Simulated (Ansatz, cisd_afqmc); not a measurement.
System: SbBr$_{2}$, charge 1, singlet. SbBr2+ (SMILES [Br][Sb+][Br]).
B3LYP-D3(BJ)/def2-TZVP minimum from Ansatz (a quantum-chemistry and plane-wave program):
```
Sb
Br 1 2.4309
Br 1 2.4309 2 101.77
```
Charge +1, spin multiplicity 1.

Total energies in def2-SVP, 18 correlated electrons, 37 frozen orbitals. Open shells are spin-unrestricted; no spin-orbit coupling. Correlated methods leave the cores frozen (noble-gas shells, and filled d and f shells in the p block). Past Kr the def2 sets carry scalar-relativistic core potentials. AFQMC is phaseless with a CISD trial state; ± is one standard error, without the phaseless bias. Outlying blocks are dropped, and bars are widened where a walk drifts. Over all cases where full CI ran beside it in this data, AFQMC minus full CI had a median of +0.1 mEh and passed +0.4 mEh in a tenth of the cases. Spin-orbit terms, left out, reach several kcal/mol for Br and I, and more for heavier atoms. The spin of Br2Sb+ ([Br][Sb+][Br], singlet) was assumed, and the state is the lowest solution found for it.

```json
[
 {"method": "HF", "program": "Ansatz", "energy (Eh)": "-5383.24006", "minus CCSDT(Q) (mEh)": "358.85"},
 {"method": "MP2", "program": "Ansatz", "energy (Eh)": "-5383.55542", "minus CCSDT(Q) (mEh)": "43.49"},
 {"method": "CCSD", "program": "Ansatz", "energy (Eh)": "-5383.58301", "minus CCSDT(Q) (mEh)": "15.91"},
 {"method": "CCSD(T)", "program": "Ansatz", "energy (Eh)": "-5383.59637", "minus CCSDT(Q) (mEh)": "2.55"},
 {"method": "CCSDT(Q)", "program": "Ansatz", "energy (Eh)": "-5383.59891", "minus CCSDT(Q) (mEh)": "0.00"},
 {"method": "AFQMC/CISD", "program": "cisd_afqmc", "energy (Eh)": "-5383.5984 ± 0.0004", "minus CCSDT(Q) (mEh)": "0.5 ± 0.4"}
]
```

Rough core times of Ansatz's runs on a shared machine: CCSD(T) under 20 s, CCSDT(Q) 3 min.
